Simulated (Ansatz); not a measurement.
`N[SiH]1BO1` + SiH₄ → `[SiH3][SiH]1BO1` + NH₃ at 298.15 K and 1 bar (formal exchange of groups at the Si–N bond).

Gas-phase electronic energies from Ansatz, PBE0-D4/def2-TZVP geometries. CCSD(T)/CBS adds triple-zeta CCSD(T) − MP2 to the extrapolated MP2 energy (def2 sets, frozen cores). This one scheme is used for every species. Each species was taken in one conformer, which may not be the lowest.

```csv
species,CCSD(T)/CBS energy (Eh),H − E (kJ/mol),S (J/(mol·K))
`N[SiH]1BO1`,-446.20721,151.7,298.3
SiH₄,-291.46306,92.1,204.8
`[SiH3][SiH]1BO1`,-681.13719,150.2,329.6
NH₃,-56.50880,100.5,192.4
```

H − E and S are ideal-gas, rigid-rotor, harmonic terms from PBE0-D4/def2-TZVP, for one conformer and one mirror image of each species. 1 Eh = 2625.50 kJ/mol, R = 8.31446 J/(mol·K).

Task: By hand: ΔE, ΔH, ΔS and ΔG.

Result: ΔE = (-681.13719) + (-56.50880) − (-446.20721) − (-291.46306) = 0.02428 Eh = 63.7 kJ/mol. Δ(H − E) = 150.2 + 100.5 − 151.7 − 92.1 = 6.9, so ΔH = 70.6 kJ/mol. ΔS = 329.6 + 192.4 − 298.3 − 204.8 = 18.9 J/(mol·K). ΔG = 70.6 − 298.15 × (18.9)/1000 = 65.0 kJ/mol.

Task: By hand: the equilibrium constant, and the temperature at which ΔG would vanish if ΔH and ΔS stayed fixed.

Result: log₁₀ K = −ΔG/(RT ln 10) = -11.4. ΔG = 0 at ΔH/ΔS = 3735 K, far beyond where these terms or the molecules hold.

ΔH outweighs TΔS. A doubt of 5 kJ/mol in ΔE shifts log₁₀ K by 0.9 here. Other conformers and mirror images would add mixing entropy, several J/(mol·K) or more a flexible species. These are equilibria of isolated gas molecules and say nothing of rates. Largest T1 diagnostic: 0.017 (customary marks: 0.02 for closed shells, 0.045 for open ones).
